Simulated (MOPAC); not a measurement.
MOPAC input (AM1):

```
AM1 PRECISE GNORM=0.05 LET XYZ GEO-OK AUX(PRECISION=9) THREADS=1
PbS

Pb   -0.00000000 1   -0.00000000 1   -0.37640200 1
S     0.00000000 1    0.00000000 1    1.92906100 1
```

Output:

```
 *******************************************************************************
 **                                                                           **
 **                              MOPAC v23.2.5                                **
 **                                                                           **
 *******************************************************************************
 ** MOPAC's Digital Object Identifier: https://doi.org/10.5281/zenodo.6511958 **
 **                                                                           **
 ** Please cite the open-source release paper for use of this MOPAC version:  **
 ** J. E. Moussa and J. J. P. Stewart (2026)                                  **
 ** MOPAC: An open-source semiempirical molecular orbital program             **
 ** J. Open Source Softw., 11(119), 8025, https://doi.org/10.21105/joss.08025 **
 *******************************************************************************

                              AM1 CALCULATION RESULTS

 *******************************************************************************
 *  AM1        - The AM1 Hamiltonian to be used
 *  GEO-OK     - OVERRIDE INTERATOMIC DISTANCE AND OTHER SAFETY CHECKS
 *  LET        - OVERRIDE SOME SAFETY CHECKS
 *  PRECISE    - TIGHTER CRITERIA TO BE USED
 *  XYZ        - CARTESIAN COORDINATE SYSTEM TO BE USED
 *  GNORM      - EXIT WHEN GRADIENT NORM DROPS BELOW 0.050
 *  AUX        - OUTPUT AUXILIARY INFORMATION
 *******************************************************************************
AM1 PRECISE GNORM=0.05 LET XYZ GEO-OK AUX(PRECISION=9) THREADS=1
 PbS

   ATOM   CHEMICAL          X               Y               Z
  NUMBER   SYMBOL      (ANGSTROMS)     (ANGSTROMS)     (ANGSTROMS)

     1      Pb         -0.00000000  *  -0.00000000  *  -0.37640200  *
     2       S          0.00000000  *   0.00000000  *   1.92906100  *

          CARTESIAN COORDINATES

    NO.       ATOM           X           Y           Z

     1        Pb         -0.0000     -0.0000     -0.3764
     2         S          0.0000      0.0000      1.9291

  S: (AM1): M.J.S. DEWAR, Y-C YUAN, INORGANIC CHEMISTRY, 29, 3881:3890,  (1990)
 Pb: (AM1): J. J. P. STEWART, J. MOL. MOD., 10, 155-164 (2004)

           Empirical Formula: Pb S  =     2 atoms

      MOLECULAR POINT GROUP   :   C*v

      RHF CALCULATION, NO. OF DOUBLY OCCUPIED LEVELS = 5

          Geometry optimization using EF

          DIAGONAL MATRIX USED AS START HESSIAN

 CYCLE:     1  GRAD.:    32.402 HEAT:  41.73050
 CYCLE:     2  GRAD.:    78.529 HEAT:  44.44987
 CYCLE:     3  GRAD.:     7.489 HEAT:  40.76474
 CYCLE:     4  GRAD.:     1.523 HEAT:  40.71954
 CYCLE:     5  GRAD.:     0.045 HEAT:  40.71766

     GRADIENT =  0.04486 IS LESS THAN CUTOFF =  0.05000

 -------------------------------------------------------------------------------
 AM1 PRECISE GNORM=0.05 LET XYZ GEO-OK AUX(PRECISION=9) THREADS=1
 PbS

     GEOMETRY OPTIMISED USING EIGENVECTOR FOLLOWING (EF).
     SCF FIELD WAS ACHIEVED

                              AM1 CALCULATION
                                                       MOPAC v23.2.5 Linux

          FINAL HEAT OF FORMATION =         40.71766 KCAL/MOL =     170.36268 KJ/MOL

          COSMO AREA              =         95.67 SQUARE ANGSTROMS
          COSMO VOLUME            =         82.36 CUBIC ANGSTROMS

          GRADIENT NORM           =          0.04486          =       0.03172 PER ATOM
          IONIZATION POTENTIAL    =          9.558094 EV
          HOMO LUMO ENERGIES (EV) =         -9.558 -1.823
          NO. OF FILLED LEVELS    =          5
          MOLECULAR WEIGHT        =        239.2600         POINT GROUP:  C*v

          MOLECULAR DIMENSIONS (Angstroms)

            Atom       Atom       Distance
            S     2   Pb     1     2.22082
            S     2   Pb     1     0.00000
           Pb     1    S     2     0.00000

          SCF CALCULATIONS        =          6

   ATOM   CHEMICAL          X               Y               Z
  NUMBER   SYMBOL      (ANGSTROMS)     (ANGSTROMS)     (ANGSTROMS)

     1      Pb          0.00000000  *   0.00000000  *  -0.33407808  *
     2       S          0.00000000  *   0.00000000  *   1.88673708  *

                             CARTESIAN COORDINATES

   1   Pb        0.000000000     0.000000000    -0.334078076
   2    S        0.000000000     0.000000000     1.886737076

           Empirical Formula: Pb S  =     2 atoms

      MOLECULAR POINT GROUP   :   C*v

                  EIGENVALUES
 -19.89849 -14.67372  -9.98904  -9.98904  -9.55809  -1.82313  -1.76793  -1.76793

              NET ATOMIC CHARGES AND DIPOLE CONTRIBUTIONS

  ATOM NO.   TYPE          CHARGE      No. of ELECS.   s-Pop       p-Pop
    1         Pb           0.567804        3.4322     1.92548     1.50671
    2          S          -0.567804        6.5678     1.95996     4.60785
 DIPOLE           X         Y         Z       TOTAL
 POINT-CHG.    -0.000    -0.000    -6.057     6.057
 HYBRID        -0.000     0.000     1.461     1.461
 SUM           -0.000     0.000    -4.596     4.596

          ATOMIC ORBITAL ELECTRON POPULATIONS

     Atom    s        px        py        pz
    1 Pb   1.92548   0.41398   0.41398   0.67876
    2  S   1.95996   1.58602   1.58602   1.43580

 **********************
 *                    *
 * JOB ENDED NORMALLY *
 *                    *
 **********************

 == MOPAC DONE ==
```

The geometry given is a B3LYP-D3(BJ)/def2-TZVP minimum.
